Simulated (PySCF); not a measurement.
PySCF 2.14 output of an unrestricted r2SCAN calculation on a single atom or ion in x2c-TZVPall (5s3p2d1f, 31 functions), with scalar relativity by spin-free X2C-1e:

```
SCF conv_tol = 1e-09
number electrons alpha = 4  beta = 2
    J. W. Furness, A. D. Kaplan, J. Ning, J. P. Perdew, and J. Sun.,  J. Phys. Chem. Lett. 11, 8208-8215 (2020)
    J. W. Furness, A. D. Kaplan, J. Ning, J. P. Perdew, and J. Sun.,  J. Phys. Chem. Lett. 11, 9248-9248 (2020)
    J. W. Furness, A. D. Kaplan, J. Ning, J. P. Perdew, and J. Sun.,  J. Phys. Chem. Lett. 11, 8208-8215 (2020)
    J. W. Furness, A. D. Kaplan, J. Ning, J. P. Perdew, and J. Sun.,  J. Phys. Chem. Lett. 11, 9248-9248 (2020)
cycle= 1 E= -54.0669634753963  delta_E= -0.00366  |g|= 0.0127  |ddm|= 0.0529
cycle= 2 E= -54.0670304308925  delta_E= -6.7e-05  |g|= 0.00207  |ddm|= 0.00743
cycle= 3 E= -54.0670322327863  delta_E= -1.8e-06  |g|= 0.000496  |ddm|= 0.0016
cycle= 4 E= -54.0670323164849  delta_E= -8.37e-08  |g|= 1.28e-05  |ddm|= 0.000366
cycle= 5 E= -54.0670323165636  delta_E= -7.87e-11  |g|= 9.49e-07  |ddm|= 1.72e-05
converged SCF energy = -54.0670323165636  <S^2> = 2.0042759  2S+1 = 3.0028493
```

The run itself started from symmetry-adapted Hartree-Fock orbitals and held the occupation by maximum overlap, on a logarithmic radial grid, so the iterations belong to that start.

Question: Which element, charge and spin multiplicity is this?

Answer: N⁺ (nitrogen, charge +1), multiplicity 3; the state was [He] 2s2 2p2, high-spin 3P determinant.
